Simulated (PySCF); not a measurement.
SMILES C[SiH2]c1ccc(B(O)O)cc1 at its GFN2-xTB optimised geometry (Å):

```
22

Si    -3.7027    -0.2793     0.0000
C     -4.3190    -1.1663     1.5638
C     -1.8136    -0.2793     0.0000
C     -1.1036     0.4984     0.9106
C      0.2774     0.4960     0.9336
C      1.0175    -0.2858     0.0448
C      0.3019    -1.0630    -0.8672
C     -1.0789    -1.0587    -0.8887
B      2.5978    -0.3103     0.0443
O      3.2315    -1.1096    -0.8416
O      3.3705     0.4310     0.8885
H     -4.1857     1.1096     0.0000
H     -4.1866    -0.9729    -1.2001
H     -3.9832    -2.1994     1.5903
H     -3.9523    -0.6804     2.4639
H     -5.4039    -1.1702     1.6102
H     -1.6450     1.1184     1.6127
H      0.7879     1.1173     1.6607
H      0.8563    -1.6742    -1.5636
H     -1.6021    -1.6714    -1.6099
H      4.1866    -1.0678    -0.7804
H      2.9026     0.9903     1.5058
```

Calculation: PBE0/def2-SVP (PySCF). Cells within 0.4 Å of a nucleus heavier than hydrogen are left out (blank, or x).

Map of the log10 of the electron density (e/bohr³), floored at −4 on the plane z = 1.0 Å:

```
|00000000000000000000000000000|
|00000000000000000000000000000|
|00000000000000000000000000000|
|00000000000000000000000000000|
|00000000000000000000000000000|
|00000000000000000000000000000|
|00000000000000000000000000000|
|00000000000000000000000000000|
|00000000001111111000000000000|
|00011221123333333211111000000|
|00123332245554555433444310000|
|00134544357777777545676531000|
|00235554468988898656899742000|
|01245665568xx9xx86569xx852000|
|12456766667888888766899752000|
|24567876667776777666777541000|
|35678886556654566655555320000|
|35678876544443444444443200000|
|24567775433332333322221000000|
|12346765321111122111100000000|
|00234554200000000000000000000|
|00012332000000000000000000000|
|00000110000000000000000000000|
|00000000000000000000000000000|
|00000000000000000000000000000|
|00000000000000000000000000000|
|00000000000000000000000000000|
|00000000000000000000000000000|
|00000000000000000000000000000|
```
Scale: ten equal steps from -4.00 (start of '0') to -0.260 (end of '9'), in the order '0123456789'; x runs from -6.50 to 6.50, y from -6.50 (bottom) to 6.50 (top).
